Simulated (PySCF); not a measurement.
NMR data simulated for an unnamed compound:

¹H NMR (400 MHz, computed): δ 5.06 (s, 2H), 4.32 (br s, 1H), 2.54 (s, 6H), 1.98 (s, 3H).

¹³C{¹H} NMR (computed): δ 177.7 (C), 40.6 (CH3), 24.5 (CH3).

[PySCF 2.14: GFN2-xTB structure; NMR shieldings at PBE0/pcSseg-1/GIAO; averaged over atoms made equivalent by symmetry, fast rotation or ring inversion; non-relativistic; one computed conformer; in vacuum]

References, each an isolated molecule treated in the same way: TMS for ¹H and ¹³C.

**Question.** Which of these does the molecule contain: a (CH3)2CH unit, a non-aromatic C=C double bond, a Si–H bond, a carboxylic acid, an NH or NH2 group, an N-methyl group?

**Answer.** 
- A (CH3)2CH unit: no.
- A non-aromatic C=C double bond: no.
- A Si–H bond: yes (δH 5.06 (s)).
- A carboxylic acid: no.
- An NH or NH2 group: yes (δH 4.32 (br s)).
- An N-methyl group: yes (δC 40.6; δH 2.54 (s)).

The data belong to `CC(=O)N[SiH2]N(C)C`, C4H12N2OSi; they needn't prove each group on their own.

Carbon signals by region: 1 in the far downfield region (above 160 ppm), 2 below 50 ppm. Above 160 ppm: 177.7, amide carbonyl carbon.

Exchangeable OH/NH protons stand at their gas-phase positions; hydrogen bonding in a real sample shifts them, mostly to higher δ. Shifts are as computed. Against solution values, carbons near 30 ppm lie about +3 ppm off and those near 130 ppm about +5 ppm. Of 1211 compounds with measured shifts, 218 miss one by over three times the rms of a fit or turn the order of signals round; such compounds aren't used in these exercises. The C=O carbon of an acid or of an amide with N–H lies up to 10 ppm further downfield in solution, through hydrogen bonding that the calculation lacks. No couplings were computed; multiplicities are counted from neighbouring protons, with m where these are inequivalent, close in shift, in a saturated or five-membered ring or joined by F or P, and br s for small geminal =CH2 splittings.
